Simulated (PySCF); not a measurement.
# [MnS4]-: computed shieldings and shifts

[MnS4]-.

Geometry:
```
atom   x (Å)   y (Å)   z (Å)
 Mn1  -0.002   0.000   0.001
  S2   0.007  -0.019   2.001
  S3   1.879   0.009  -0.668
  S4  -0.946   1.637  -0.651
  S5  -0.938  -1.628  -0.683
```

Total charge -1.

GIAO calculations in PySCF 2.14.0 with density-fitted response routines on the PBE0-D3(BJ)/def2-SVP structure: isolated species, non-relativistic, equivalent atoms averaged; basis pcSseg-1 (pcSseg-2 on Mn).

(1) Give the isotropic shieldings (ppm) with B3LYP, PBE.

(2) And the chemical shifts, against references computed in the same way?

(3) Which part of the shielding of Mn1 depends on the functional?

Answers

(1) 
| atoms | environment | B3LYP | PBE |
| --- | --- | --- | --- |
| Mn1 | Mn bonded to 4 S | -7252 | -5156 |
| S2/S3/S4/S5 | sulfur bonded to Mn | -1456 | -1029 |
| HOMO–LUMO gap (eV) | – | 2.10 | 0.92 |

(2) 
| atoms | nucleus, reference | B3LYP | PBE |
| --- | --- | --- | --- |
| Mn1 | $^{55}$Mn, MnO4- | 3046 | 1868 |
| S2/S3/S4/S5 | $^{33}$S, CS2 | 1942 | 1520 |

(3) Diamagnetic: B3LYP 1930, PBE 1931 ppm; paramagnetic: B3LYP -9182, PBE -7087 ppm. The diamagnetic part, set mainly by inner electrons, hardly moves; the paramagnetic part goes with low-lying magnetically allowed excitations and carries the spread.
